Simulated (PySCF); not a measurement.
Species: `CNC(=O)[SiH2]/C=C/[SiH3]`. The columns A, B, C and D hold Mulliken, IAO, Hirshfeld and ESP-fitted charges (e) of one PBE0/pcSseg-1 density (PySCF), in a shuffled order. Coordinates in Å (GFN2-xTB); the density's dipole moment is (-1.73, 0.07, 2.91) D.

```csv
atom,x,y,z,A,B,C,D
C1,-3.215,1.457,0.182,-0.063,-0.096,-0.091,-0.322
N2,-2.394,0.348,0.609,-0.101,-0.494,-0.318,-0.322
C3,-1.417,-0.192,-0.151,+0.081,+0.210,+0.340,+0.179
O4,-1.166,0.223,-1.272,-0.275,-0.451,-0.473,-0.504
Si5,-0.398,-1.632,0.603,+0.328,+0.700,+0.196,+0.701
C6,1.408,-1.108,0.584,-0.133,-0.422,-0.215,-0.405
C7,1.912,-0.164,-0.211,-0.122,-0.399,-0.285,-0.388
Si8,3.716,0.361,-0.283,+0.316,+0.545,+0.370,+0.609
H9,-4.270,1.176,0.163,+0.048,+0.120,+0.068,+0.147
H10,-3.084,2.315,0.844,+0.048,+0.120,+0.070,+0.147
H11,-2.894,1.725,-0.824,+0.050,+0.141,+0.107,+0.180
H12,-2.557,-0.025,1.530,+0.130,+0.198,+0.261,+0.271
H13,-0.622,-2.834,-0.204,-0.069,-0.066,-0.028,-0.108
H14,-0.871,-1.851,1.982,-0.085,-0.119,-0.088,-0.139
H15,2.079,-1.630,1.258,+0.038,+0.124,+0.161,+0.144
H16,1.229,0.344,-0.884,+0.035,+0.163,+0.191,+0.166
H17,3.796,1.815,-0.113,-0.076,-0.089,-0.089,-0.118
H18,4.461,-0.301,0.792,-0.077,-0.104,-0.096,-0.122
H19,4.280,-0.016,-1.582,-0.074,-0.082,-0.082,-0.117
```

Problem. Which column most likely holds the ESP-fitted charges?

Solution. C. Σ q r misses the density's dipole by 0.05 D (C), 0.85 D (A), 0.93 D (B), 0.99 D (D). Charges fitted to the outside potential are the only set here that is tied to the molecule's multipoles.

Problem. And the Hirshfeld charges?

Solution. A. The mean sizes are 0.113 e (A), 0.186 e (C), 0.244 e (B), 0.268 e (D), and Hirshfeld charges are commonly the smallest of these schemes.

As computed, A = Hirshfeld, B = Mulliken, C = ESP-fitted, D = IAO. Hydrogens on carbon: Hirshfeld +0.03 to +0.05, Mulliken +0.12 to +0.16, ESP-fitted +0.07 to +0.19, IAO +0.14 to +0.18 e.

The ESP scheme fits charges at the nuclei, held to the total charge, to the electrostatic potential on points at 1.4 to 2.0 times the van der Waals radii. The Hirshfeld scheme weights the molecular density at each point by an atom's share of the summed free-atom densities.

One conformer (not necessarily the lowest) at the GFN2-xTB geometry, without solvent, vibrations or thermal averaging.

The run behind these numbers computed NMR shieldings as well. Time: 89 s wall (grids of density and orbitals included); peak memory 0.93 GiB. Hardware: one thread of an Arm Neoverse N1 (shared host).

Shape of the structure used: `[CH3:1][NH:2][C:3](=[O:4])[SiH2:5]/[CH:6]=[CH:7]/[SiH3:8]`: C1–N2–C3–O4 0°, N2–C3–Si5–C6 -122°, C3–Si5–C6–C7 -21°.
